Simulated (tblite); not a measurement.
A tight-binding relaxation on `BrC[CH2][GeH]1[CH2][GeH2][CH2]1`.

Computed with GFN2-xTB geometry optimisation, gas phase (tblite 0.8.0). Start geometry: from a force field or distance geometry. The input is one job of a driver script: a line of settings, then coordinates in Å.

Command:
```bash
OMP_NUM_THREADS=1 python probes_run.py task.json out
```

Input:
```
{"job": {"kind": "relax", "xc": "GFN2-xTB", "basis": "xTB"}, "charge": 0, "multiplicity": 1}
Br    -2.736300     2.152200     0.081700
C     -2.727700     0.223000     0.160400
C     -1.654300    -0.376000    -0.759900
Ge     0.005800     0.360700    -0.161300
C      1.340600     0.794400    -1.443000
Ge     2.623400    -0.223400    -0.394700
C      1.146200    -1.089900     0.468500
H     -2.503900    -0.095400     1.236900
H     -3.700000    -0.199100    -0.088400
H     -1.938900    -0.129500    -1.796400
H     -1.674000    -1.474200    -0.575000
H     -0.202900     1.496000     0.886700
H      1.683500     1.866000    -1.428000
H      1.277000     0.341000    -2.451000
H      3.481900    -1.111500    -1.318700
H      3.420100     0.604400     0.664400
H      0.928000    -2.093100     0.074700
H      1.222700    -1.039200     1.566700
```

Problem. Estimate the output.

Solution. 
```
step      E/eV     max force
  0    -599.12997    2.659
  1    -599.41598    0.880
  2    -599.54434    1.038
  3    -599.64351    0.818
  4    -599.74909    0.659
  5    -599.79889    0.488
  6    -599.82886    0.432
  7    -599.84402    0.276
  8    -599.85975    0.307
  9    -599.87308    0.269
... (96 lines left out)
106    -600.05669    0.024
107    -600.05680    0.027
108    -600.05688    0.026
109    -600.05696    0.019
110    -600.05701    0.019
111    -600.05705    0.013
112    -600.05708    0.014
113    -600.05711    0.013
114    -600.05714    0.011
115    -600.05716    0.008
```

«max force» is the largest atomic force in eV/Å.

Problem. From which step on does the largest force stay under 0.1 eV/Å, and how much energy is left to gain from there?

Solution. From step 96 (0.090 eV/Å), 6.7 meV above the end.

In short: energy lowered by 21.4 kcal/mol over 115 steps; largest atomic force 0.008 eV/Å at the end.

Problem. Give the final coordinates.

Solution. 0.824 Å rms from the input after alignment:
```
atom  x, y, z in Å
Br1   -2.3905    2.0605   -0.9886
C2    -2.8196    0.2803   -0.3276
C3    -1.6147   -0.6207   -0.4331
Ge4    0.0147    0.2447    0.3527
C5     1.1922    1.1515   -0.9865
Ge6    2.5369   -0.3055   -0.7870
C7     1.4796   -1.0721    0.7174
H8    -3.1234    0.4186    0.7095
H9    -3.6682   -0.0738   -0.9140
H10   -1.4073   -0.8520   -1.4801
H11   -1.8376   -1.5641    0.0686
H12   -0.4056    1.0853    1.5591
H13    1.5459    2.1252   -0.6583
H14    0.7624    1.2750   -1.9767
H15    2.6256   -1.2188   -1.9849
H16    3.9446    0.1333   -0.4556
H17    1.2096   -2.1198    0.6193
H18    1.9468   -0.9414    1.6895
```

On an Arm Neoverse V1 with one thread, shared host with 64 logical CPUs at a one-minute load of 45, this took 1.2 s wall.
Labels such as C1 count atoms from 1, the log's own numbers from 0.
